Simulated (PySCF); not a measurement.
**Does the structure fit the spectrum?**

A compound C$_{4}$H$_{8}$ClNSi gives the data below (simulated from a calculation) and was assigned the structure `[SiH3]N[C@@H]1C=C(Cl)C1`.

13C{1H} NMR (computed): δ 172.1 (CH), 157.8 (CH), 132.7 (CH), 53.8 (CH2).

1H NMR (400 MHz, computed): δ 10.95 (br s, 1H), 7.82 (t, 1H), 6.81 (m, 1H), 6.20 (m, 1H), 5.35 (d, 2H), 3.05 (m, 2H).

PySCF 2.14.0 with density-fitted response routines calculation with NMR shieldings at PBE0/pcSseg-1/GIAO and GFN2-xTB geometry; no solvent model, equivalent nuclei averaged, no relativistic terms, one conformer.

Scale: TMS for 1H (σ = 31.72 ppm), 13C (σ = 186.93 ppm) (reference shieldings calculated alike).

Task: Compare with the shifts computed for the proposed structure, pairing carbons in order of shift.

Result: Atoms are numbered as in `[SiH3:1][NH:2][C@@H:3]1[CH:4]=[C:5]([Cl:6])[CH2:7]1` (H(Xn): hydrogen on atom n).

```json
{"atom": "C5", "computed for proposal": "148.7", "given list": "172.1", "difference": "-23.4"}
{"atom": "C4", "computed for proposal": "144.3", "given list": "157.8", "difference": "-13.5"}
{"atom": "C3", "computed for proposal": "53.8", "given list": "132.7", "difference": "-78.9"}
{"atom": "C7", "computed for proposal": "53.7", "given list": "53.8", "difference": "-0.1"}
```

The rms difference is 41.7 ppm and the largest -78.9 ppm at C3 (allylic sp3 CH bonded to N). The carbon types in order of shift don't match either: C, CH, CH, CH2 for the proposal against CH, CH, CH, CH2 in the data. The proposal doesn't fit.

Task: Which isomer fits?

Result: SMILES [H]/N=C\C/C=C\[SiH2]Cl.

- Carbon types of the structure: 3 × CH, 1 × CH2, leaving 3 H on heteroatoms.
- δC 172.1: C=N carbon.
- δC 157.8, 132.7: alkene CH; as expected for a trigonal carbon in a double bond.
- δH 10.95: hydrogen on an imine nitrogen; exchangeable, gas-phase position.
- δH 6.81, 6.20: hydrogen on an alkene CH; olefinic region.

The shifts were computed for this structure.

Exchangeable OH/NH protons stand at their gas-phase positions; hydrogen bonding in a real sample shifts them, mostly to higher δ. Shifts are as computed. Against solution values, carbons near 30 ppm lie about +3 ppm off and those near 130 ppm about +5 ppm. Of 1309 compounds with measured shifts, 239 miss one by over three times the rms of a fit or turn the order of signals round; such compounds aren't used in these exercises. Multiplicities follow the n + 1 count of equivalent neighbours, as no J values were calculated; m marks all less simple cases, F and P coupling included.
